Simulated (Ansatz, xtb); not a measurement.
## Two isomers of C5H3Cl2F

Structure I is `CC#C/C(Cl)=C(/F)Cl`, a singlet and structure II is `FCC#C/C(Cl)=C\Cl`, a singlet. Both are isolated molecules in the gas phase, relaxed with B3LYP/def2-SVP.

Question: Estimate which is lower in electronic energy at CCSD(T)/def2-SVP + ΔMP2/def2-TZVPP, and by roughly how much.

Answer: The CCSD(T)/def2-SVP + ΔMP2/def2-TZVPP calculation puts structure I lower, by 11.0 kJ/mol.

The same difference at several levels:

```tsv
level	geometry	E(II) − E(I) (kJ/mol)	departure from the last row (kJ/mol)	job, with rough time for the two
GFN2-xTB	GFN2-xTB	+15.7	+4.7	optimisation, 0.16 s
HF/STO-3G	GFN2-xTB	+44.5	+33.4	single point, 0.44 s
r2SCAN-D4/def2-SVP	GFN2-xTB	+30.7	+19.6	single point, 3.6 s
B3LYP/def2-SVP	B3LYP/def2-SVP	+22.9	+11.8	optimisation, 61 s
HF/def2-SVP	B3LYP/def2-SVP	+5.7	−5.3	part of the CCSD(T) run
MP2/def2-SVP	B3LYP/def2-SVP	+22.5	+11.5	part of the CCSD(T) run
CCSD(T)/def2-SVP	B3LYP/def2-SVP	+18.9	+7.8	single point
CCSD(T)/def2-SVP + ΔMP2/def2-TZVPP	B3LYP/def2-SVP	+11.0		single point, 74 s
```

As drawn, both hold the same kinds of bond in the same numbers. Structure I has 1 methyl group, II 0.

None of the levels shown reverses the order. The largest departure from CCSD(T)/def2-SVP + ΔMP2/def2-TZVPP is that of HF/STO-3G, 33.4 kJ/mol. A small imaginary or near-zero mode remains, so no thermal terms are given. The last row adds to CCSD(T) the change of the MP2 difference between the two basis sets, here −7.8 kJ/mol.

The correlated steps freeze 16 core orbitals. Programs: Ansatz 0.2.0, xtb 6.7.1; the last row on 4 threads of Arm Neoverse V1 on a shared host.
